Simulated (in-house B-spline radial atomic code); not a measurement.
## RPA and G0W0 on PBEsol: the chlorine ion Cl⁷⁺

Configuration [He] 2s2 2p6, mean-field start PBEsol. Computed with a B-spline radial code for spherical atoms: all electrons, non-relativistic, point nucleus, each spin shell either full or empty, empty states to l = 9 with an (l + 1/2)⁻⁴ tail; G0W0 by contour deformation at full frequency.

Command:
```bash
python run_gw.py task.json out
```
Settings (radii: box in bohr, nucleus in fm):
```
Z                        17
electrons                10
configuration            [He] 2s2 2p6
hamiltonian              nr
method                   pbesol
lmax                     9
spin_polarised           False
box_radius               8.41
intervals                47
```

Time taken, with all properties: 0.5 s on 1 thread of Arm Neoverse V1, with other jobs on the host.

Energies (hartree):

| term | value |
| --- | --- |
| mean-field total | -444.30760 |
| Hartree-Fock functional on these orbitals | -444.75785 |
| direct second order | -0.66776 |
| second-order exchange | 0.23566 |
| SOSEX correction | 0.22323 |

Problem. What is the RPA correlation energy, and what remains with SOSEX?

Solution. RPA gives -0.61796 hartree (-1.68 eV per electron); RPA + SOSEX gives -0.39473, and the second-order doubles -0.43209 hartree (no singles). RPA lacks exchange-type terms and so overcorrelates at short range.

Quasi-particle levels (eV):

| level | occupied | mean field | Σx - vxc | Σc | QP weight | G0W0 |
| --- | --- | --- | --- | --- | --- | --- |
| 2p | yes | -322.73 | -27.97 | ? | ? | ? |
| 2s | yes | -381.01 | -37.27 | 4.81 | 0.974 | -413.46 |
| 1s | yes | -2874.69 | -117.89 | 29.10 | 0.902 | -2963.47 |
| 3s | no | -120.98 | 7.92 | -0.71 | 0.998 | -113.76 |

G0W0 = mean field + (Σx - vxc) + Σc, with Σc (partial-wave tail included) taken at the quasi-particle energy.

Problem. Where does G0W0 put 2p?

Solution. At -348.53 eV, with Σc = 2.17 eV and a quasi-particle weight of 0.981. The tabulated removal energy is 348.306 ± 0.007 eV (NIST, measured); the calculation leaves out relativity, Breit and QED terms, and what these don't explain is the method's own error.
